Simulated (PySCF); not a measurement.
Structure problem from calculated spectra and properties.

Formula: C4HF7O2.

* NMR, other nuclei: isotropic shieldings of nuclei other than C and H, by class: -88 (1 O), 121 (1 O), 250 (3 F), 290 (2 F), 301 (2 F) ppm [GIAO KT2/pcSseg-2]
* UV, strongest line: among the 10 lowest singlet transitions: S4 at 8.85 eV (140 nm, f = 0.128) [TDDFT wB97X-D/def2-SVPD]
* Rotational structure: rotational constants A, B, C: 1.131, 0.753, 0.679 GHz [PBE0-D3(BJ)/def2-SVP]
* 13C NMR: chemical shifts (computed TMS as zero) by class: 159.4 (1 C), 128.1 (1 C), 116.3 (1 C), 114.7 (1 C) ppm [GIAO KT2/pcSseg-2]
* Triplet: lowest triplet excitation (Tamm–Dancoff): 5.13 eV [TDA wB97X-D/def2-SVPD]
* UV, first state: lowest singlet excitation: 5.65 eV (220 nm, f = 0.002) [TDDFT wB97X-D/def2-SVPD]
* Couplings: largest of the computed one-bond spin–spin couplings (means over like bonds): 19F–13C -356.2 (×3), 19F–13C -328.1 (×2), 19F–13C -322.8 (×2), 17O–1H -78.7 Hz [B3LYP/pcJ-1, spin–dipole term left out for some pairs]
* Polarisability: 60.0 au [wB97X-D/def2-SVPD]

The electronic properties come from PySCF, for the isolated species, density fitting. Levels stand in brackets. One conformer (not necessarily the lowest) at the PBE0-D3(BJ)/def2-SVP geometry, without solvent, vibrations or thermal averaging. Each NMR value is the plain mean over a class of atoms that symmetry, rotation or inversion makes alike.

Q: What is the compound? Reason from the data.

A: Numbering: `[O:1]=[C:2]([OH:3])[C:4]([F:5])([F:6])[C:7]([F:8])([F:9])[C:10]([F:11])([F:12])[F:13]`. Its formula, C4HF7O2, gives 1 degree of unsaturation: 0 rings and 1 π bond in the structure found. 4 carbons fall into 4 classes; from least to most shielded: carboxylic acid carbon [C2] (159.4 ppm), CF3 carbon [C10] (128.1 ppm), CF2 carbon [C7] (116.3 ppm), CF2 carbon [C4] (114.7 ppm). The other shieldings belong to: -88 ppm, acid carbonyl oxygen [O1]; 121 ppm, acid hydroxyl oxygen [O3]; 250 ppm, fluorine of a CF3 group [F11/F12/F13]; 290 ppm, fluorine of a CF2 group [F5/F6]; 301 ppm, fluorine of a CF2 group [F8/F9]. The couplings run between: -356.2 Hz, fluorine of a CF3 group [F11] and CF3 carbon [C10] (with 2 like pairs); -328.1 Hz, fluorine of a CF2 group [F8] and CF2 carbon [C7] (with 1 like pair); -322.8 Hz, fluorine of a CF2 group [F5] and CF2 carbon [C4] (with 1 like pair); -78.7 Hz, acid hydroxyl oxygen [O3] and its hydrogen. The optimised geometry has point group C1 and is an asymmetric top. Structure: `O=C(O)C(F)(F)C(F)(F)C(F)(F)F` (heptafluorobutyric acid). The assignments are read from this structure; whether some other isomer fits the data as well wasn't checked.

Shape of the structure used: `[O:1]=[C:2]([OH:3])[C:4]([F:5])([F:6])[C:7]([F:8])([F:9])[C:10]([F:11])([F:12])[F:13]`: O1–C2–C4–F5 -12°, C2–C4–C7–F8 66°, C4–C7–C10–F11 63°, H–O3–C2–O1 -1°.
